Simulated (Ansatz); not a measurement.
`B[SiH](F)OC` + `NC(F)S` → `BNC(F)S` + `CO[SiH2]F`  (cleavage of the B–Si bond)

Computed with Ansatz on PBE0-D4/def2-TZVP structures; ΔE is electronic, products minus reactants. CCSD(T)/CBS adds triple-zeta CCSD(T) − MP2 to the extrapolated MP2 energy (def2 sets, frozen cores). Each species was taken in one conformer, which may not be the lowest.

```csv
species,CCSD(T)/CBS(def2) energy (Eh)
`B[SiH](F)OC`,-530.56175
`NC(F)S`,-592.71608
`BNC(F)S`,-618.14040
`CO[SiH2]F`,-505.20189
```

(1) Work out ΔE.

Largest T1 diagnostic among the species: 0.013.

Results:

(1) ΔE = (-618.14040) + (-505.20189) − (-530.56175) − (-592.71608) = -0.06446 Eh = -169.2 kJ/mol.

In def2-TZVPP, CCSD(T) changes the Hartree–Fock value by −10.0 kJ/mol (the triples alone add −2.5 kJ/mol) and MP2 by −17.3 kJ/mol.
